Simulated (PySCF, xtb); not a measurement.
Cu(Cl)(OH2) (ClCuH2O), SMILES [OH2]->[Cu][Cl], multiplicity 1.

Harmonic wavenumbers (cm⁻¹) from GFN2-xTB (xtb 6.7.1) at its own minimum, in rising order: 103, 104, 247, 415, 539, 576, 1435, 3477, 3484.

Question: What does B3LYP-D3(BJ)/def2-TZVP (PySCF) give at its own minimum? (Estimate from the structure and the level; the computed values follow.)

Answer: 107, 109, 326, 407, 435, 581, 1621, 3762, 3851. Paired by order, the mean absolute difference is 116 cm⁻¹ and the zero-point energies are 14.8 and 16.0 kcal/mol.
